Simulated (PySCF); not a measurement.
Species: C₃H₆F₂SSi.
Atom-mapped SMILES: `[CH2:1]=[C:2]([CH3:3])[S:4][SiH:5]([F:6])[F:7]` (hydrogens: H8, H9 on C1; H10, H11, H12 on C3; H13 on Si5)

Theory: TDDFT wB97X-D/def2-SVPD, vertical, gas phase, core orbitals frozen in the response (PySCF). One conformer (not necessarily the lowest) at the GFN2-xTB geometry, without solvent, vibrations or thermal averaging. GFN2-xTB frequencies show an imaginary mode (29i cm⁻¹), so this geometry is no minimum at that level. Torsions of this conformer, `[CH2:1]=[C:2]([CH3:3])[S:4][SiH:5]([F:6])[F:7]`: C1–C2–S4–Si5 168°, C2–S4–Si5–F6 -55°.

Computed states:

```tsv
state	E (eV)	f
S1	5.36	0.0005
S2	6.21	0.283
S3	6.69	0.0069
S4	7.11	0.0073
S5	7.30	0.018
S6	7.63	0.033
S7	7.77	0.0012
S8	7.78	0.012
```

Broadening: Gaussians 0.4 eV wide at half height, area fixed by f = 4.319×10⁻⁹ ∫ε dν̃. The width is an assumption, not a result. The curve ends short of the highest state used, and states not computed would add to its high-energy end.

Question: Give the broadened spectrum and its maxima.

Answer: 
```json
{"λ (nm)": "172.6", "ε (L mol⁻¹ cm⁻¹)": "1455"}
{"λ (nm)": "175.6", "ε (L mol⁻¹ cm⁻¹)": "952"}
{"λ (nm)": "178.7", "ε (L mol⁻¹ cm⁻¹)": "579"}
{"λ (nm)": "181.7", "ε (L mol⁻¹ cm⁻¹)": "515"}
{"λ (nm)": "184.7", "ε (L mol⁻¹ cm⁻¹)": "744"}
{"λ (nm)": "187.8", "ε (L mol⁻¹ cm⁻¹)": "1782"}
{"λ (nm)": "190.8", "ε (L mol⁻¹ cm⁻¹)": "4870"}
{"λ (nm)": "193.8", "ε (L mol⁻¹ cm⁻¹)": "10626"}
{"λ (nm)": "196.9", "ε (L mol⁻¹ cm⁻¹)": "16891"}
{"λ (nm)": "199.9", "ε (L mol⁻¹ cm⁻¹)": "19067"}
{"λ (nm)": "203.0", "ε (L mol⁻¹ cm⁻¹)": "15801"}
{"λ (nm)": "206.0", "ε (L mol⁻¹ cm⁻¹)": "9982"}
{"λ (nm)": "209.0", "ε (L mol⁻¹ cm⁻¹)": "4915"}
{"λ (nm)": "212.1", "ε (L mol⁻¹ cm⁻¹)": "1861"}
{"λ (nm)": "215.1", "ε (L mol⁻¹ cm⁻¹)": "591"}
{"λ (nm)": "218.1", "ε (L mol⁻¹ cm⁻¹)": "160"}
{"λ (nm)": "221.2", "ε (L mol⁻¹ cm⁻¹)": "44"}
{"λ (nm)": "224.2", "ε (L mol⁻¹ cm⁻¹)": "27"}
{"λ (nm)": "227.2", "ε (L mol⁻¹ cm⁻¹)": "31"}
{"λ (nm)": "230.3", "ε (L mol⁻¹ cm⁻¹)": "35"}
{"λ (nm)": "233.3", "ε (L mol⁻¹ cm⁻¹)": "35"}
{"λ (nm)": "236.4", "ε (L mol⁻¹ cm⁻¹)": "29"}
{"λ (nm)": "239.4", "ε (L mol⁻¹ cm⁻¹)": "21"}
{"λ (nm)": "242.4", "ε (L mol⁻¹ cm⁻¹)": "13"}
{"λ (nm)": "245.5", "ε (L mol⁻¹ cm⁻¹)": "7"}
{"λ (nm)": "248.5", "ε (L mol⁻¹ cm⁻¹)": "3"}
{"λ (nm)": "251.5", "ε (L mol⁻¹ cm⁻¹)": "2"}
{"λ (nm)": "254.6", "ε (L mol⁻¹ cm⁻¹)": "1"}
{"λ (nm)": "257.6", "ε (L mol⁻¹ cm⁻¹)": "0"}
{"λ (nm)": "260.6", "ε (L mol⁻¹ cm⁻¹)": "0"}
```

Maxima: 231 nm (5.36 eV), ε about 36, made up of S1 (100%); 200 nm (6.21 eV), ε about 19000, made up of S2 (100%) (ε in L mol⁻¹ cm⁻¹; maxima over ε = 5, shares over 10%). At its high-energy end, 7.18 eV, the curve is still rising (ε about 1400, from S4 and S5).

Question: Coming from long wavelengths, where does ε first pass 100 L mol⁻¹ cm⁻¹?

Answer: At about 219 nm (5.66 eV), 0.30 eV above S1.

Question: On this curve, what absorbance would a 10⁻³ mol/L sample give at 248 nm over a 1 cm path?

Answer: 248 nm is 4.999 eV, where ε is about 3.9 L mol⁻¹ cm⁻¹, so A = ε c l ≈ 0.0039 (Beer–Lambert, with the gas-phase spectrum and the assumed width).

Question: What would ε be at 6.21 eV, the highest of these maxima, with half the width (0.2 eV)?

Answer: About 38200 L mol⁻¹ cm⁻¹ against 19100, a factor of about 2.00; a lone state at its own centre would give exactly 2.
